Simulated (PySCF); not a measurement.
**Potassium: a sound run and one with changed settings**

Sound run: K⁺ [Ar], K²⁺ [Ne] 3s2 3p5. Calculation: PySCF 2.14, in x2c-TZVPall; the spin-free X2C one-electron Hamiltonian (Gaussian nucleus). The sound run starts from symmetry-adapted Hartree-Fock orbitals and uses a fine grid where one is needed.

Changed run: radial step 0.3 in ln r (0.13 in the sound run). This setting is unsound on purpose.

| species | method | sound run (hartree) | changed run (hartree) | converged |
| --- | --- | --- | --- | --- |
| K⁺ | UHF | -601.30155 | -601.30155 | yes |
| K⁺ | TPSS | -602.07499 | -602.07036 | yes |
| K⁺ | MN15 | -602.21084 | -602.19440 | yes |
| K²⁺ | UHF | -600.18106 | -600.18106 | yes |
| K²⁺ | TPSS | -600.91350 | -600.91080 | yes |
| K²⁺ | MN15 | -601.04323 | -601.03059 | yes |

Ionisation energy of K⁺:

| method | sound run (eV) | changed run (eV) |
| --- | --- | --- |
| UHF | 30.490 | 30.490 |
| TPSS | 31.606 | 31.553 |
| MN15 | 31.772 | 31.669 |

A coarse radial grid mis-integrates the density and the exchange-correlation energy, with errors of either sign; Hartree-Fock needs no grid.

For comparison, NIST gives 31.625 eV between the lowest levels.
